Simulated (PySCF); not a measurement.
# Which basis set comes closest?

Molecule: `NNc1ccccc1`, C₆H₈N₂.

Atom-mapped SMILES (the numbers label the heavy atoms): `[NH2:1][NH:2][c:3]1[cH:4][cH:5][cH:6][cH:7][cH:8]1`. Hydrogens are named by the atom that carries them.

Geometry PBE0-D3(BJ)/def2-SVP throughout; GIAO in PySCF 2.14.0 with density-fitted response routines, gas phase, one conformer, non-relativistic; equivalent atoms averaged; functional PBE0.

Reference values (measured; solution, CDCl3, 309 K; Shapiro, Mohrmann, J. Phys. Chem. Ref. Data 1977, 6, 919): δ(H(C4)/H(C8)) = 6.70 ppm, δ(H(C5)/H(C7)) = 7.17 ppm, δ(H(C6)) = 6.76 ppm. Computed shifts are taken against TMS, calculated as an isolated molecule at each level.

How do the basis sets STO-3G, 6-31G, 6-31G*, 6-311+G(2d,p) perform against the reference? Times are CPU seconds on 1 thread of an Arm Neoverse V1, shared host.

Results:


```tsv
basis set	functions	H(C4)/H(C8)	H(C5)/H(C7)	H(C6)	mean abs. error H	core-s
STO-3G	48	5.80	6.78	6.45	0.53	4.6
6-31G	88	6.24	7.17	6.69	0.18	9
6-31G*	128	6.11	7.07	6.53	0.31	13
6-311+G(2d,p)	264	6.64	7.41	6.87	0.14	38
```

For 1H the closest is 6-311+G(2d,p) (0.14 ppm) and the furthest STO-3G (0.53 ppm). Where a smaller basis beats a larger one, errors probably cancel. One molecule is a small sample, and vibrational and solvent effects are absent from the calculation.

A small basis that lands close on one nucleus may do so by chance; judge by the trend and by all nuclei.
